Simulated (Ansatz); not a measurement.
A CCSD(T) single point on `[SiH3][SiH2][O][GeH3]`.

```yaml
crystal:
  periodic: [false, false, false]
  atoms:
    - {symbol: Si, position_ang: [-1.615709, 1.217192, -0.206428]}
    - {symbol: Si, position_ang: [0.068913, 0.467628, 1.249149]}
    - {symbol: O, position_ang: [1.336885, -0.183763, 0.442902]}
    - {symbol: Ge, position_ang: [1.517083, -1.450298, -0.789579]}
    - {symbol: H, position_ang: [-2.167844, 0.084588, -1.002188]}
    - {symbol: H, position_ang: [-2.728619, 1.819352, 0.579263]}
    - {symbol: H, position_ang: [-1.097261, 2.239089, -1.156776]}
    - {symbol: H, position_ang: [-0.531557, -0.530223, 2.183775]}
    - {symbol: H, position_ang: [0.581866, 1.604840, 2.059067]}
    - {symbol: H, position_ang: [3.019362, -1.528282, -1.077361]}
    - {symbol: H, position_ang: [0.718434, -1.025928, -2.033443]}
    - {symbol: H, position_ang: [0.975446, -2.769394, -0.214382]}
basis:
  gaussian: {orbitals: def2-SVP}
correlation: {method: ccsd_t}
```

```sh
$ ansatz run in.yaml --threads 4 --pin off --events-out ev --progress --plain --max-ram 10444MiB
```

Output of Ansatz, abridged:

```
Functional definition: HF
1185 factors; integrals over basis functions are off by at most 1.4e-3 eV
mean field evaluation 1: about -74346.2497 eV, gradient 3.5e1 eV
mean field evaluation 2: about -74346.2740 eV, gradient 3.5e1 eV
mean field evaluation 4: about -74349.3489 eV, gradient 3.4e0 eV
mean field evaluation 8: about -74349.4006 eV, gradient 1.4e-1 eV
mean field evaluation 16: about -74349.3647 eV, gradient 4.2e-1 eV
mean field -74349.40067377 eV, -2732.2900789271 hartree, gradient 4.9e-6 eV, S^2 0.000000; 0 other end points of the search recorded, 0 dependent functions left out
20 core orbitals not correlated: weight in the atoms' cores, before any rotation towards them, 1.000 or more for the frozen orbitals, at most 0.000 for the correlated occupied ones
reference -74349.40067377 eV, -2732.2900789271 hartree; 18, 18 occupied and 84, 84 virtual orbitals, 1185 factors
second order -16.88878880 eV of doubles, -0.00000000 eV of singles
cycle   1  -17.59292702 eV  change   -7.0e-1 eV  update   1.1e-1
cycle   2  -18.24171455 eV  change   -6.5e-1 eV  update   3.5e-2
cycle   3  -18.36695962 eV  change   -1.3e-1 eV  update   1.7e-2
cycle   4  -18.35557896 eV  change    1.1e-2 eV  update   3.6e-3
cycle   5  -18.35592687 eV  change   -3.5e-4 eV  update   1.4e-3
cycle   6  -18.35584079 eV  change    8.6e-5 eV  update   3.7e-4
cycle   7  -18.35557436 eV  change    2.7e-4 eV  update   1.5e-4
cycle   8  -18.35557287 eV  change    1.5e-6 eV  update   5.2e-5
cycle   9  -18.35559591 eV  change   -2.3e-5 eV  update   2.1e-5
perturbative correction -0.46111477 eV, -0.0169456551 hartree
Total energy: -74368.21738444 eV, -2732.9815802899 hartree
```

Run time 4.2 s (4 threads of an Intel Xeon 6975P-C on a shared host); peak host memory 0.65 GiB.

The correlation energy is -18.817 eV, 2.5 % of it from (T); the T1 diagnostic reads 0.0117.
